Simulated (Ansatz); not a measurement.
Geometry optimisation, RKS PBE/def2-SVP (Ansatz).

Input:

```yaml
crystal:
  periodic: [false, false, false]
  atoms:
    - { symbol: Ta, position_ang: [-0.397348, -0.47967, 0.263341] }
    - { symbol: Cl, position_ang: [3.153495, 0.438631, 0.31303] }
    - { symbol: Cl, position_ang: [0.02839, 0.257765, 2.409948] }
    - { symbol: F, position_ang: [0.471022, -0.538454, -1.398274] }
    - { symbol: Cl, position_ang: [-1.149126, 1.645688, -0.321242] }
    - { symbol: Cl, position_ang: [-2.430938, -1.4911, 0.160693] }
    - { symbol: Br, position_ang: [0.930729, -2.676475, 0.80177] }
    - { symbol: H, position_ang: [2.979575, -0.851585, 0.635834] }
basis:
  gaussian: { orbitals: def2-SVP }
hamiltonian:
  xc: pbe
relax:
  f_tol: 0.03
  max_steps: 50
```

Launched with:

```bash
$ ansatz run input.yaml --threads 4 --pin off --max-ram 5120MiB --backend cpu --events-out ev --progress --plain --runs-dir out
```

Problem. Where does it end, and by what steps?

Solution. The forces met the threshold. After 14 steps the energy has fallen by 0.155 eV; Cl2 moved furthest, 0.62 Å. Joined: Ta1–Cl2 (3.67 → 2.98 Å).

```json
{"step": "0", "energy less start (eV)": "0.0000", "largest force component (eV/Å)": "0.902", "accepted": "yes"}
{"step": "1", "energy less start (eV)": "-0.0281", "largest force component (eV/Å)": "0.770", "accepted": "yes"}
{"step": "2", "energy less start (eV)": "-0.0529", "largest force component (eV/Å)": "0.807", "accepted": "yes"}
{"step": "3", "energy less start (eV)": "-0.0474", "largest force component (eV/Å)": "1.158", "accepted": "no"}
{"step": "4", "energy less start (eV)": "-0.0673", "largest force component (eV/Å)": "0.634", "accepted": "yes"}
{"step": "5", "energy less start (eV)": "-0.0835", "largest force component (eV/Å)": "0.495", "accepted": "yes"}
{"step": "6", "energy less start (eV)": "-0.1122", "largest force component (eV/Å)": "0.498", "accepted": "yes"}
{"step": "7", "energy less start (eV)": "-0.1287", "largest force component (eV/Å)": "0.601", "accepted": "yes"}
{"step": "8", "energy less start (eV)": "-0.1162", "largest force component (eV/Å)": "0.612", "accepted": "no"}
{"step": "9", "energy less start (eV)": "-0.1466", "largest force component (eV/Å)": "0.305", "accepted": "yes"}
{"step": "10", "energy less start (eV)": "-0.1516", "largest force component (eV/Å)": "0.255", "accepted": "yes"}
{"step": "11", "energy less start (eV)": "-0.1524", "largest force component (eV/Å)": "0.150", "accepted": "yes"}
{"step": "12", "energy less start (eV)": "-0.1527", "largest force component (eV/Å)": "0.098", "accepted": "yes"}
{"step": "13", "energy less start (eV)": "-0.1549", "largest force component (eV/Å)": "0.079", "accepted": "yes"}
{"step": "14", "energy less start (eV)": "-0.1551", "largest force component (eV/Å)": "0.007", "accepted": "yes"}
```

```xyz
8
Properties=species:S:1:pos:R:3
Ta -0.241 -0.526 0.287
Cl 2.545 0.521 0.281
Cl -0.144 0.075 2.546
F 0.310 -0.816 -1.504
Cl -0.578 1.712 -0.288
Cl -2.357 -1.351 0.177
Br 1.065 -2.626 0.835
H 2.986 -0.684 0.533
```

Whether the end is a true minimum wasn't checked by a vibrational analysis.

Time of the run: 50 s on 4 threads of Arm Neoverse V2, on a shared host, peak memory 0.28 GiB.
